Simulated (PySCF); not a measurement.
**Charge on either side of a bond**

Compound: C₈H₁₀FOP.
SMILES with atom numbers: `[CH2:1]=[CH:2][P@@:3]1(=[O:4])[C:5]([F:6])=[CH:7][C:8]([CH3:9])=[C:10]1[CH3:11]` (hydrogens: H12, H13 on C1; H14 on C2; H15 on C7; H16, H17, H18 on C9; H19, H20, H21 on C11)

Geometry (GFN2-xTB, Å), atoms numbered from 1 in this order:
```
atom  x, y, z in Å
C1     3.446    0.433    0.098
C2     2.211    0.265    0.541
P3     1.057   -0.693   -0.474
O4     1.613   -1.209   -1.726
C5     0.280   -1.868    0.704
F6     0.914   -2.912    1.246
C7    -0.965   -1.489    0.995
C8    -1.413   -0.293    0.283
C9    -2.805    0.195    0.508
C10   -0.499    0.257   -0.536
C11   -0.616    1.458   -1.408
H12    3.737   -0.003   -0.846
H13    4.194    0.990    0.639
H14    1.848    0.669    1.475
H15   -1.621   -2.009    1.675
H16   -2.938    0.463    1.556
H17   -3.023    1.064   -0.104
H18   -3.520   -0.593    0.274
H19   -0.571    2.377   -0.820
H20    0.212    1.461   -2.116
H21   -1.552    1.454   -1.964
```

Atomic charges (e) from the PBE0/pcSseg-1 density (PySCF):

```json
{"atom": "C1", "Mulliken": "-0.0954", "IAO": "-0.2616", "Hirshfeld": "-0.0631", "ESP-fitted": "-0.2641"}
{"atom": "C2", "Mulliken": "-0.4198", "IAO": "-0.4257", "Hirshfeld": "-0.1007", "ESP-fitted": "-0.2651"}
{"atom": "P3", "Mulliken": "+1.1225", "IAO": "+1.5021", "Hirshfeld": "+0.4101", "ESP-fitted": "+0.7575"}
{"atom": "O4", "Mulliken": "-0.5743", "IAO": "-0.8905", "Hirshfeld": "-0.3821", "ESP-fitted": "-0.5743"}
{"atom": "C5", "Mulliken": "+0.0819", "IAO": "+0.0327", "Hirshfeld": "+0.0359", "ESP-fitted": "+0.0944"}
{"atom": "F6", "Mulliken": "-0.2551", "IAO": "-0.2430", "Hirshfeld": "-0.0752", "ESP-fitted": "-0.1293"}
{"atom": "C7", "Mulliken": "-0.1057", "IAO": "-0.2053", "Hirshfeld": "-0.0714", "ESP-fitted": "-0.4279"}
{"atom": "C8", "Mulliken": "-0.1719", "IAO": "+0.0284", "Hirshfeld": "+0.0119", "ESP-fitted": "+0.2732"}
{"atom": "C9", "Mulliken": "-0.1056", "IAO": "-0.4312", "Hirshfeld": "-0.1112", "ESP-fitted": "-0.5286"}
{"atom": "C10", "Mulliken": "-0.6647", "IAO": "-0.2803", "Hirshfeld": "-0.0575", "ESP-fitted": "-0.1421"}
{"atom": "C11", "Mulliken": "-0.1329", "IAO": "-0.4285", "Hirshfeld": "-0.1176", "ESP-fitted": "-0.5314"}
{"atom": "H12", "Mulliken": "+0.1501", "IAO": "+0.1734", "Hirshfeld": "+0.0537", "ESP-fitted": "+0.1731"}
{"atom": "H13", "Mulliken": "+0.1293", "IAO": "+0.1620", "Hirshfeld": "+0.0598", "ESP-fitted": "+0.1648"}
{"atom": "H14", "Mulliken": "+0.1434", "IAO": "+0.1654", "Hirshfeld": "+0.0491", "ESP-fitted": "+0.1459"}
{"atom": "H15", "Mulliken": "+0.0925", "IAO": "+0.1640", "Hirshfeld": "+0.0587", "ESP-fitted": "+0.2409"}
{"atom": "H16", "Mulliken": "+0.1368", "IAO": "+0.1580", "Hirshfeld": "+0.0516", "ESP-fitted": "+0.1564"}
{"atom": "H17", "Mulliken": "+0.1237", "IAO": "+0.1531", "Hirshfeld": "+0.0510", "ESP-fitted": "+0.1678"}
{"atom": "H18", "Mulliken": "+0.1394", "IAO": "+0.1587", "Hirshfeld": "+0.0528", "ESP-fitted": "+0.1677"}
{"atom": "H19", "Mulliken": "+0.1342", "IAO": "+0.1540", "Hirshfeld": "+0.0456", "ESP-fitted": "+0.1611"}
{"atom": "H20", "Mulliken": "+0.1346", "IAO": "+0.1595", "Hirshfeld": "+0.0488", "ESP-fitted": "+0.1832"}
{"atom": "H21", "Mulliken": "+0.1370", "IAO": "+0.1547", "Hirshfeld": "+0.0499", "ESP-fitted": "+0.1770"}
```

Question: Cut each of the bonds C1–C2, C2–P3, C9–C8 and C11–C10 in turn and sum the charges on the side of the atom named first.

Answer: In e; the other side holds the opposite charge:

| bond cut | piece | atoms | Mulliken | IAO | Hirshfeld | ESP-fitted |
| --- | --- | --- | --- | --- | --- | --- |
| C1–C2 | CH2 | 3 | +0.184 | +0.074 | +0.050 | +0.074 |
| C2–P3 | C2H3 | 5 | -0.092 | -0.186 | -0.001 | -0.045 |
| C9–C8 | CH3 | 4 | +0.294 | +0.039 | +0.044 | -0.037 |
| C11–C10 | CH3 | 4 | +0.273 | +0.040 | +0.027 | -0.010 |

Extremes among these pieces. Mulliken: lowest C2H3 at C2, highest CH3 at C9; IAO: lowest C2H3 at C2, highest CH2 at C1; Hirshfeld: lowest C2H3 at C2, highest CH2 at C1; ESP-fitted: lowest C2H3 at C2, highest CH2 at C1.

Question: Do the schemes agree better on the pieces than on the single atoms at the cuts?

Answer: The spread between schemes averages 0.233 e for the pieces and 0.341 e for the atoms named first; it is smaller for the piece at 4 of the 4 cuts. On average they agree better on the pieces. The sign differs between schemes (beyond ±0.03 e) for CH3 at C9.

Geometry: GFN2-xTB, one conformer, isolated molecule.
